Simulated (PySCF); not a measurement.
Geometries of 2 isomers of C6H5Cl3, from PBE0-D3(BJ)/def2-SVP geometry optimisation, gas phase (PySCF). One conformer each, no zero-point energy, no frequencies.

Task: Which isomer lies lower at this level?
A.
```xyz
14
angstrom
C     -1.582   -1.070    1.187
C     -0.783   -0.024    0.913
C     -0.884    1.305    1.608
C      0.232   -0.140   -0.087
C      1.107   -0.193   -0.928
C      2.141   -0.275   -1.929
Cl     3.734    0.087   -1.200
Cl     2.187   -1.916   -2.632
Cl     1.828    0.905   -3.236
H     -2.361   -0.991    1.949
H     -1.476   -2.020    0.659
H     -1.688    1.296    2.356
H     -1.085    2.109    0.883
H      0.063    1.555    2.111
```
B.
```xyz
14
angstrom
Cl     3.018   -0.886    0.948
C      2.354    0.245   -0.272
Cl     2.780    1.913    0.222
Cl     3.111   -0.097   -1.840
C      0.869    0.106   -0.315
C      0.100   -0.241   -1.369
C     -1.328   -0.254   -0.933
C     -1.265    0.134    0.510
C      0.020    0.341    0.860
H      0.453   -0.476   -2.372
H     -1.789   -1.249   -1.077
H     -1.944    0.446   -1.528
H     -2.136    0.228    1.160
H      0.397    0.635    1.840
```

Result: B. That is `ClC(Cl)(Cl)C1=CCC=C1`, 42.6 kcal/mol below the other.

| SMILES | atoms numbered as above | E (Eh) | relative (kcal/mol) | relative (kJ/mol) | dipole (D) |
| --- | --- | --- | --- | --- | --- |
| ClC(Cl)(Cl)C1=CCC=C1 | [Cl:1][C:2]([Cl:3])([Cl:4])[C:5]1=[CH:6][CH2:7][CH:8]=[CH:9]1 | -1610.89196 | 0.0 | 0.0 | 2.65 |
| C=C(C)C#CC(Cl)(Cl)Cl | [CH2:1]=[C:2]([CH3:3])[C:4]#[C:5][C:6]([Cl:7])([Cl:8])[Cl:9] | -1610.82412 | 42.6 | 178.1 | 2.72 |

As drawn, the higher has a C≡C bond, which the lower lacks.
